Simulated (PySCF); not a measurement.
Computed shifts of a molecule C3H9Ga, PBE/pcSseg-1 (PySCF), GIAO, gas phase, atoms alike by connectivity averaged where their shifts nearly agree, in ppm (number of nuclei): ¹H: 7.01 (2), 1.76 (6), 1.18 (1). ¹³C: 36.1 (1), 24.7 (2). References: ¹H against TMS (σ = 31.49 ppm); ¹³C against TMS (σ = 182.0 ppm), references at their B3LYP-D3(BJ)/def2-TZVP geometries, non-relativistic. Geometry: B3LYP-D3(BJ)/def2-SVP. One conformer was computed; it need not be the lowest.

Task: Pick the molecule that these values belong to.
A) C[CH2][GaH][CH3]
B) [CH3][Ga]([CH3])[CH3]
C) CC[CH2][GaH2]
D) C[CH](C)[GaH2]

Result: D, C[CH](C)[GaH2]
